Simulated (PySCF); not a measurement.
**C₆ coefficients of unlike pairs at PBE0**

Calculated with PySCF 2.14 from the dipole response of each species, C₆(A,B) = (3/π) ∫ α_A(iu) α_B(iu) du, in atomic units, from isotropic polarisabilities. For ions this is the dispersion term alone; charge-induced terms of lower order in 1/R come first.

| species | configuration | basis | relativity | α (bohr³) | C₆ (like pair) |
| --- | --- | --- | --- | --- | --- |
| F | [He] 2s2 2p5 (2P) | dyall-acv3z (15s9p4d2f) | none | 3.475 | 9.332 |
| Cu | [Ar] 3d10 4s1 (2S) | aug-cc-pwCVTZ-PP with ECP10MDF (8s8p7d4f3g) | core potential | 45.06 | 274.8 |
| Al | [Ne] 3s2 3p1 (2P) | aug-cc-pwCVQZ (10s9p7d5f3g) | none | 62.38 | 553.8 |
| Co | [Ar] 3d7 4s2 (4F) | x2c-QZVPPall with one added diffuse shell each of s, p, d, f, g type (12s8p6d5f3g) | spin-free X2C | 56.23 | 482.4 |

Task: Estimate C₆ for Co with F.

Result: The integral gives 52.82. The combination rule 2 C_A C_B / (C_A α_B/α_A + C_B α_A/α_B) gives 49.80 and the geometric mean 67.10.

No spin-orbit coupling is included.

The other pairs:

| pair | C₆ |
| --- | --- |
| Co, Cu | 363.4 |
| Al, Cu | 388.2 |
| Al, F | 53.79 |
| Cu, F | 39.74 |
| Co, Al | 515.7 |
